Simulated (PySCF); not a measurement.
Field gradients from PBE0/pcSseg-1 densities (PySCF, non-relativistic) at GFN2-xTB geometries, isolated species, one conformer each; χzz is the principal value of largest magnitude, with Q(14N) = 0.02044 b, Q(35Cl) = −0.0817 b, Q(33S) = −0.0678 b. Where η is near 1, a small change in the tensor can flip the sign of χzz. GFN2-xTB bond lengths can be off by several hundredths of an ångström, more for odd bonds, and the gradients follow them. The small basis limits the accuracy of the gradients.

Question: Rank these 14N sites by the size of the quadrupole coupling, smallest first.
A. The secondary amine nitrogen of `C[C@@]1(C2CCC2)N[C@@H]1CF`
B. N4 (three-coordinate ring nitrogen) in `[CH3:1][c:2]1[cH:3][n+:4]([CH3:5])[c:6]([CH3:7])[n:8]1[CH3:9]`
C. N4 (pyridine-type nitrogen) in `[CH3:1][c:2]1[n:3][n:4][s:5][c:6]1[SiH3:7]`
D. N8 (imine nitrogen) in `[CH2:1]=[CH:2][CH2:3][Si@H:4]([Cl:5])/[N:6]=[CH:7]\[N:8]=[CH2:9]`
E. N7 (silicon-bound nitrogen) in `[N:1]#[C:2][Si@@H:3]1[CH2:4][S:5][Si@@:6]1([NH2:7])[C:8]#[N:9]`
F. The aniline-type nitrogen of `CN(C)c1cpcpc1`

Answer: B (2.267 MHz), E (4.239 MHz), A (4.422 MHz), D (4.691 MHz), C (5.048 MHz), F (5.989 MHz).

Question: Rank these 35Cl sites by the size of the quadrupole coupling, smallest first.
A. The silicon-bound chlorine of `C=CC[Si@H](Cl)/N=C\N=C`
B. Cl3 (alkyl chlorine) in `[Cl:1][CH:2]([Cl:3])[C@@H:4]1[CH:5]=[CH:6][CH:7]=[CH:8][CH+:9]1`
C. The chlorine on a fluorinated carbon of `[O+]#CC(F)(F)C(F)(F)Cl`

Answer: A (38.35 MHz), B (84.56 MHz), C (88.72 MHz).

These 33S couplings (χzz in MHz, η) are listed in rising order: (-31.30, 0.28); (34.37, 0.94); (46.09, 0.63). Assign them to: S4 (sulfide sulfur) in `[CH3:1][S:2][C@@H:3]1[S:4][CH2:5][CH2:6][Si@@H:7]1[C:8]#[N:9]`; the sulfur bonded to C and Si of `N#C[Si@@H]1CS[Si@@]1(N)C#N`; the ring sulfur of `Cc1nnsc1[SiH3]`.

-31.30 MHz, η 0.28: the ring sulfur of `Cc1nnsc1[SiH3]`; 34.37 MHz, η 0.94: the sulfur bonded to C and Si of `N#C[Si@@H]1CS[Si@@]1(N)C#N`; 46.09 MHz, η 0.63: S4 (sulfide sulfur) in `[CH3:1][S:2][C@@H:3]1[S:4][CH2:5][CH2:6][Si@@H:7]1[C:8]#[N:9]`.

All sites together:

| nucleus | site | Vzz (au) | η | χzz (MHz) |
| --- | --- | --- | --- | --- |
| 14N | N4 (pyridine-type nitrogen) in [CH3:1][c:2]1[n:3][n:4][s:5][c:6]1[SiH3:7] | -1.051 | 0.34 | -5.048 |
| 14N | N7 (silicon-bound nitrogen) in [N:1]#[C:2][Si@@H:3]1[CH2:4][S:5][Si@@:6]1([NH2:7])[C:8]#[N:9] | -0.883 | 0.21 | -4.239 |
| 14N | the secondary amine nitrogen of C[C@@]1(C2CCC2)N[C@@H]1CF | -0.921 | 0.60 | -4.422 |
| 14N | the aniline-type nitrogen of CN(C)c1cpcpc1 | -1.247 | 0.02 | -5.989 |
| 14N | N8 (imine nitrogen) in [CH2:1]=[CH:2][CH2:3][Si@H:4]([Cl:5])/[N:6]=[CH:7]\[N:8]=[CH2:9] | -0.977 | 0.47 | -4.691 |
| 14N | N4 (three-coordinate ring nitrogen) in [CH3:1][c:2]1[cH:3][n+:4]([CH3:5])[c:6]([CH3:7])[n:8]1[CH3:9] | -0.472 | 0.15 | -2.267 |
| 35Cl | Cl3 (alkyl chlorine) in [Cl:1][CH:2]([Cl:3])[C@@H:4]1[CH:5]=[CH:6][CH:7]=[CH:8][CH+:9]1 | 4.405 | 0.03 | -84.56 |
| 35Cl | the chlorine on a fluorinated carbon of [O+]#CC(F)(F)C(F)(F)Cl | 4.622 | 0.12 | -88.72 |
| 35Cl | the silicon-bound chlorine of C=CC[Si@H](Cl)/N=C\N=C | 1.998 | 0.05 | -38.35 |
| 33S | S4 (sulfide sulfur) in [CH3:1][S:2][C@@H:3]1[S:4][CH2:5][CH2:6][Si@@H:7]1[C:8]#[N:9] | -2.893 | 0.63 | 46.09 |
| 33S | the sulfur bonded to C and Si of N#C[Si@@H]1CS[Si@@]1(N)C#N | -2.158 | 0.94 | 34.37 |
| 33S | the ring sulfur of Cc1nnsc1[SiH3] | 1.965 | 0.28 | -31.30 |
